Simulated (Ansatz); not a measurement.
Consider the substitution at a C–O bond: `CC(C)(C)[O][Ga]([F])[Cl]` + `C=CNCC` → `C=CN(CC)C(C)(C)C` + `[OH][Ga]([F])[Cl]`.

Computed with Ansatz on PBE0-D4/def2-TZVP structures; ΔE is electronic, products minus reactants. CCSD(T)/CBS is the MP2 limit (def2-TZVPP, def2-QZVPP) plus CCSD(T) − MP2 in def2-TZVPP, frozen cores. For Ga outer-core shells are correlated without core-valence functions, which leaves a few kJ/mol of doubt a bond. Scalar relativity is left out up to krypton. One conformer a species, not always the lowest.

```tsv
species	SCS-MP2/def2-TZVPP energy (Eh)
`CC(C)(C)[O][Ga]([F])[Cl]`	-2715.61677
`C=CNCC`	-212.10667
`C=CN(CC)C(C)(C)C`	-368.99624
`[OH][Ga]([F])[Cl]`	-2558.72783
```

Problem. Work out ΔE.

Solution. ΔE = (-368.99624) + (-2558.72783) − (-2715.61677) − (-212.10667) = -0.00063 Eh = -1.7 kJ/mol. CCSD(T)/CBS gives -0.2 kJ/mol.

Largest T1 diagnostic among the species: 0.014.

The D4 term adds −14.6 kJ/mol with B3LYP and −8.9 kJ/mol with PBE0; it sums over pairs of atoms, weighted by their polarisabilities, and B3LYP, whose exchange is more repulsive, gets the larger term. In def2-TZVPP, CCSD(T) changes the Hartree–Fock value by −35.2 kJ/mol (the triples alone add −4.8 kJ/mol) and MP2 by −45.9 kJ/mol. From PBE to PBE0 (25 % exact exchange), in def2-TZVPP and without D4, ΔE moves by −3.1 kJ/mol.

B3LYP here is the variant with VWN-RPA as its local correlation; programs differ in this.
